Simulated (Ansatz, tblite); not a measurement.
Removing and adding an electron: the cluster ScCl₃. Charge 0, multiplicity 1. Geometry: r2SCAN-D4/def2-SVP. Ansatz, gas phase; energy differences of separate SCF runs; the oxidised species was run as a doublet alone; the reduced species was run as a doublet alone.

```
atom   x (Å)   y (Å)   z (Å)
 Sc1   0.002   0.002   0.003
 Cl2   2.207   0.325  -0.414
 Cl3  -1.544   1.353  -0.961
 Cl4  -0.665  -1.680   1.373
```

The xTB rows come from tblite. B3LYP takes the VWN-RPA correlation. The structure comes from a short search, and lower isomers may exist.

```
                level  −HOMO (eV)  vertical IE (eV)  −LUMO (eV)  vertical EA (eV)  HOMO–LUMO gap (eV)  IE − EA (eV)                       remarks
             GFN1-xTB       13.59             15.83       11.59              8.44                2.00          7.39                             –
LDA (SPW92)/def2-TZVP        8.04             10.84        4.42                 –                3.62             –                             –
    BLYP-D4/def2-TZVP        7.70             10.48        4.17                 –                3.54             –                             –
  r2SCAN-D4/def2-TZVP        8.26             10.94        4.01                 –                4.25             –                             –
 r2SCAN-D4/def2-TZVPD        8.27                 –        4.01              1.64                4.26             –  HOMO above zero (-1 doublet)
   B3LYP-D4/def2-TZVP        8.97             11.10        3.62                 –                5.35             –                             –
    ωB97X-V/def2-TZVP       11.64             11.78        1.25                 –               10.39             –                             –
```

Problem. Estimate the rows for GFN2-xTB, PBE-D4/def2-TZVP, PBE-D4/def2-TZVPD, PBE0-D4/def2-TZVP, PBE0-D4/def2-TZVPD, BHLYP-D4/def2-TZVP.

Solution. 
```csv
level,−HOMO (eV),vertical IE (eV),−LUMO (eV),vertical EA (eV),HOMO–LUMO gap (eV),IE − EA (eV),remarks
GFN2-xTB,12.55,15.00,10.78,7.41,1.77,7.59,–
PBE-D4/def2-TZVP,7.88,10.65,4.18,–,3.71,–,–
PBE-D4/def2-TZVPD,7.92,–,4.21,1.56,3.71,–,HOMO above zero (-1 doublet)
PBE0-D4/def2-TZVP,9.26,11.20,3.26,–,6.00,–,–
PBE0-D4/def2-TZVPD,9.28,–,3.27,1.68,6.01,–,HOMO above zero (-1 doublet)
BHLYP-D4/def2-TZVP,10.48,11.57,2.47,–,8.01,–,–
```

Relaxing the oxidised species (r2SCAN-D4/def2-SVP) changes its energy by -0.11 eV at PBE-D4/def2-TZVP, so the adiabatic ionisation energy to this nearest minimum is 10.53 eV. At PBE0-D4/def2-TZVP it is 11.10 eV.  Relaxing the reduced species (r2SCAN-D4/def2-SVPD) changes its energy by -0.19 eV at PBE-D4/def2-TZVPD, so the adiabatic electron affinity to this nearest minimum is 1.75 eV. At PBE0-D4/def2-TZVPD it is 1.90 eV. The highest occupied level of the relaxed charge -1 doublet lies above zero (up to 0.69 eV). By energy differences its removal costs 1.75 eV (each at its own geometry, to the charge 0 singlet, at PBE-D4/def2-TZVPD); the vertical value is larger still, so the positive level points to self-interaction error.     A HOMO above zero means that the electron is unbound at that level or that self-interaction error raises the level; the energy of removing that electron tells which. Raw xTB energy differences between charge states are shifted by several eV; the methods need an empirical correction for them.
